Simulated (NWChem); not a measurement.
System: AlH$_{2}$SeF; SMILES [F][AlH][SeH]

NWChem input:

```
start job
memory heap 200 mb stack 900 mb global 1100 mb
geometry units angstroms noautoz
  Al    -0.533780    -1.156969     0.000020
  F      0.659856    -2.317036    -0.000766
  H     -2.041669    -1.608689    -0.000129
  Se     0.169485     1.034530     0.001546
  H     -1.228694     1.496534     0.001893
end
basis spherical
  * library def2-svp
end
dft
  xc xpbe96 cpbe96
  iterations 150
  mulliken
end
task dft energy
```

Output (shortened):

```
             Northwest Computational Chemistry Package (NWChem) 7.3.0
             --------------------------------------------------------

 CS  symmetry detected

                             Geometry "geometry" -> ""
                             -------------------------

 Output coordinates in angstroms (scale by  1.889725989 to convert to a.u.)

  No.       Tag          Charge          X              Y              Z
 ---- ---------------- ---------- -------------- -------------- --------------
    1 Al                  13.0000    -0.54542020    -1.14941035     0.00000000
    2 F                    9.0000     0.66237642    -2.29472704     0.00000000
    3 H                    1.0000    -2.04764633    -1.61961971     0.00000000
    4 Se                  34.0000     0.13087057     1.05056297     0.00000000
    5 H                    1.0000    -1.27287835     1.49535651     0.00000000

 Effective nuclear repulsion energy (a.u.)     213.9334203359

      Symmetry information
      --------------------

 Group name             Cs
 Group number              2
 Group order               2
 No. of unique centers     5

  pbe96 is a nonlocal functional; adding pw91lda local functional.

                                 NWChem DFT Module
                                 -----------------

 Summary of "ao basis" -> "ao basis" (spherical)
 ------------------------------------------------------------------------------
       Tag                 Description            Shells   Functions and Types
 ---------------- ------------------------------  ------  ---------------------
 Al                         def2-svp                 8       18   4s3p1d
 F                          def2-svp                 6       14   3s2p1d
 H                          def2-svp                 3        5   2s1p
 Se                         def2-svp                12       32   5s4p3d

      Symmetry analysis of basis
      --------------------------

        a'         53
        a"         21

            General Information
            -------------------
          SCF calculation type: DFT
          Wavefunction type:  closed shell.
          No. of atoms     :     5
          No. of electrons :    58
           Alpha electrons :    29
            Beta electrons :    29
          Charge           :     0
          Spin multiplicity:     1
          Use of symmetry is: on ; symmetry adaption is: on
          Maximum number of iterations: 150
          AO basis - number of functions:    74
                     number of shells:    32
          Convergence on energy requested:  1.00D-06
          Convergence on density requested:  1.00D-05
          Convergence on gradient requested:  5.00D-04

              XC Information
              --------------
          PerdewBurkeErnzerhof Exchange Functional  1.000
            Perdew 1991 LDA Correlation Functional  1.000 local
           PerdewBurkeErnz. Correlation Functional  1.000 non-local

             Grid Information
             ----------------
          Grid used for XC integration:  medium
          Radial quadrature: Mura-Knowles
          Angular quadrature: Lebedev.
          Tag              B.-S. Rad. Rad. Pts. Rad. Cut. Ang. Pts.
          ---              ---------- --------- --------- ---------
          Al                  1.25       88           9.0       590
          F                   0.50       49          11.0       434
          H                   0.35       45          10.0       434
          Se                  1.15      112          10.0       590
          Grid pruning is: on
          Number of quadrature shells:   339
          Spatial weights used:  Erf1

      Superposition of Atomic Density Guess
      -------------------------------------

 Sum of atomic energies:       -2741.59427184

      Non-variational initial energy
      ------------------------------

 Total energy =   -2741.961800
 1-e energy   =   -4246.079178
 2-e energy   =    1290.183957
 HOMO         =      -0.312168
 LUMO         =       0.021214

      Symmetry analysis of molecular orbitals - initial
      -------------------------------------------------

  Numbering of irreducible representations:

     1 a'          2 a"

  Orbital symmetries:

     1 a'          2 a'          3 a'          4 a'          5 a'
     6 a"          7 a'          8 a'          9 a'         10 a'
    11 a"         12 a'         13 a'         14 a'         15 a"
    16 a'         17 a'         18 a"         19 a"         20 a'
    21 a'         22 a'         23 a'         24 a'         25 a"
    26 a'         27 a'         28 a'         29 a"         30 a'
    31 a"         32 a'         33 a'         34 a'         35 a'
    36 a'         37 a"         38 a'         39 a'

     ---------------------------------------------
      Total Density - Mulliken Population Analysis
     ---------------------------------------------

    Atom       Charge   Shell Charges
 -----------   ------   -------------------------------------------------------
    1 Al  13    11.84   2.00  1.99  0.81  0.17  5.93  0.51  0.28  0.14
    2 F    9     9.69   1.99  1.15  0.79  3.57  2.18  0.00
    3 H    1     1.16   0.68  0.48  0.01
    4 Se  34    34.51   2.00  2.00  2.00  1.33  0.54  6.00  5.98  1.99  2.65  8.20  1.76  0.07
    5 H    1     0.80   0.56  0.22  0.02

   convergence    iter        energy       DeltaE   RMS-Dens  Diis-err
 ---------------- ----- ----------------- --------- --------- ---------
 d= 0,ls=0.0,diis     1  -2744.0013214957 -2.96D+03  2.76D-02  7.48D-01
 d= 0,ls=0.0,diis     2  -2743.6089183123  3.92D-01  1.92D-02  5.10D+00
 d= 0,ls=0.0,diis     3  -2744.0821601153 -4.73D-01  3.78D-03  5.68D-02
 d= 0,ls=0.0,diis     4  -2744.0844865848 -2.33D-03  2.34D-03  2.45D-02
 d= 0,ls=0.0,diis     5  -2744.0875983586 -3.11D-03  5.71D-04  9.45D-04
  Resetting Diis
 d= 0,ls=0.0,diis     6  -2744.0877736022 -1.75D-04  8.32D-05  3.76D-05
 d= 0,ls=0.0,diis     7  -2744.0877797648 -6.16D-06  5.22D-05  2.69D-06
 d= 0,ls=0.0,diis     8  -2744.0877790897  6.75D-07  3.01D-05  8.48D-06
 d= 0,ls=0.0,diis     9  -2744.0877802039 -1.11D-06  5.04D-06  1.90D-07
 d= 0,ls=0.0,diis    10  -2744.0877802249 -2.09D-08  1.13D-06  1.66D-08

         Total DFT energy =    -2744.087780224883
      One electron energy =    -4247.574315984781
           Coulomb energy =     1406.002050057309
    Exchange-Corr. energy =     -116.448934633282
 Nuclear repulsion energy =      213.933420335871

 Numeric. integr. density =       58.000006908919

                  Occupations of the irreducible representations
                  ----------------------------------------------

                     irrep           alpha         beta
                     --------     --------     --------
                     a'               22.0         22.0
                     a"                7.0          7.0

                       DFT Final Molecular Orbital Analysis
                       ------------------------------------

 Vector   27  Occ=2.000000D+00  E=-3.302200D-01  Symmetry=a'
              MO Center= -2.9D-01, -9.7D-01,  1.5D-15, r^2= 4.0D+00
   Bfn.  Coefficient  Atom+Function         Bfn.  Coefficient  Atom+Function
  ----- ------------  ---------------      ----- ------------  ---------------
    22      0.407117  2 F  px                25     -0.267491  2 F  px
     3     -0.239394  1 Al s                 33     -0.222518  3 H  s
    41      0.195969  4 Se s                 42      0.188194  4 Se s
    34     -0.158401  3 H  s                 49      0.156386  4 Se px
    50      0.157048  4 Se py                 2     -0.152382  1 Al s

 Vector   28  Occ=2.000000D+00  E=-2.716241D-01  Symmetry=a'
              MO Center= -4.9D-01, -6.1D-02, -8.0D-16, r^2= 4.2D+00
   Bfn.  Coefficient  Atom+Function         Bfn.  Coefficient  Atom+Function
  ----- ------------  ---------------      ----- ------------  ---------------
    53      0.361274  4 Se py                50      0.338082  4 Se py
    33      0.275056  3 H  s                 34      0.250784  3 H  s
    47     -0.215710  4 Se py                52      0.195921  4 Se px
    49      0.183365  4 Se px                 9     -0.156866  1 Al py
    23     -0.138587  2 F  py                41      0.135634  4 Se s

 Vector   29  Occ=2.000000D+00  E=-2.349920D-01  Symmetry=a"
              MO Center=  5.1D-02,  8.4D-01, -1.5D-13, r^2= 2.1D+00
   Bfn.  Coefficient  Atom+Function         Bfn.  Coefficient  Atom+Function
  ----- ------------  ---------------      ----- ------------  ---------------
    54      0.575719  4 Se pz                51      0.481475  4 Se pz
    48     -0.308967  4 Se pz                13      0.107984  1 Al pz
    45      0.100450  4 Se pz                10      0.097958  1 Al pz
    24      0.082667  2 F  pz                27     -0.063619  2 F  pz
    15      0.055790  1 Al d -1               7     -0.055282  1 Al pz

 Vector   30  Occ=0.000000D+00  E=-6.138125D-02  Symmetry=a"
              MO Center= -5.4D-01, -9.8D-01, -1.2D-13, r^2= 4.0D+00
   Bfn.  Coefficient  Atom+Function         Bfn.  Coefficient  Atom+Function
  ----- ------------  ---------------      ----- ------------  ---------------
    13      0.745734  1 Al pz                10      0.387789  1 Al pz
    54     -0.325101  4 Se pz                 7     -0.195442  1 Al pz
    24      0.191699  2 F  pz                51     -0.188566  4 Se pz
    27     -0.170898  2 F  pz                48      0.117895  4 Se pz
    66     -0.061779  4 Se d -1              17      0.052177  1 Al d  1

[...]
```

Level: PBE/def2-SVP. Geometry: optimised at PBE0/def2-SVP.
